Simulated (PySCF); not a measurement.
## Telling isomers of C₇H₁₁N apart by NMR

Theoretical values (PySCF): σ from GIAO-PBE0/pcSseg-1, geometry: GFN2-xTB. Isolated molecule, rapidly exchanging positions averaged, no relativistic terms, one conformer.

Shifts are taken against calculated references (same method and geometry level): TMS for ¹H, ¹³C. Where no couplings were computed, multiplicities follow the n + 1 count of equivalent neighbours, and m marks all less simple cases (inequivalent or close neighbours, rings, F or P nearby). Shifts are as computed. Against solution values, carbons near 30 ppm lie about +3 ppm off and those near 130 ppm about +5 ppm. Of 1211 compounds with measured shifts, 218 miss one by over three times the rms of a fit or turn the order of signals round; such compounds aren't used in these exercises. OH and NH positions are gas-phase values without hydrogen bonding to other molecules.

(1) Tabulate the signals of `C=N[C@@H]1CC[C@@H]2C[C@@H]21`, `C=C(C1CC1)[C@H]1CN1` and their relative energies.

(2) What is the quickest way to tell C=N[C@@H]1CC[C@@H]2C[C@@H]21 from C=C(C1CC1)[C@H]1CN1?

Answers

(1) 
```tsv
SMILES	carbon types	δC	δH	E rel. (kcal/mol)
C=N[C@@H]1CC[C@@H]2C[C@@H]21	3×CH 4×CH2	152.4, 77.6, 33.6, 31.7, 29.2, 22.8, 7.8	7.81 (d, 1H), 7.15 (d, 1H), 3.67 (m, 1H), 2.06 (m, 1H), 2.00 (m, 1H), 1.73 (m, 1H), 1.69 (m, 1H), 1.39 (m, 1H), 1.22 (m, 1H), 0.83 (m, 1H), 0.44 (m, 1H)	0.0
C=C(C1CC1)[C@H]1CN1	1×C 2×CH 4×CH2	163.9, 106.7, 34.6, 24.6, 17.3, 13.2, 7.8	5.14 (br s, 1H), 4.48 (br s, 1H), 2.70 (m, 1H), 1.93 (m, 1H), 1.82 (m, 1H), 1.35 (m, 1H), 0.85 (m, 1H), 0.77 (m, 1H), 0.55 (m, 1H), 0.43 (br s, 1H), 0.27 (m, 1H)	26.5
```

Energies are electronic energies at PBE0/pcSseg-1 on these geometries, without zero-point or thermal terms, each for the one conformer computed, which needn't be the lowest.

(2) Both give the same number of carbon signals, but DEPT or the intensities differ. The first has a C=N carbon (CH2) at 152.4 ppm, the second a fully substituted alkene carbon (C) at 163.9 ppm. In the proton spectra the most deshielded non-exchanging signals are 7.81 (d, 1H) and 5.14 (br s, 1H).
